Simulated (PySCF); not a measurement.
## Correlation energy of F (fluorine, neutral)

[He] 2s2 2p5, 2P determinant. All numbers are calculated (PySCF 2.14, scalar relativity by spin-free X2C-1e, in aug-cc-pCVTZ-DK with one added diffuse shell each of s, p, d, f type (8s7p5d3f, 75 functions)). Frozen: 1s2; 7 electrons correlated.

```
  level  correlation energy (mhartree)
   CCSD                        -221.79
    (T)                          -4.63
CCSD(T)                        -226.42
```

Diagnostics: T1 = 0.0076, D1 = 0.0125, largest double amplitude 0.030.

Cost of the coupled-cluster step: of the order of 8 core-seconds, for 7 correlated electrons.
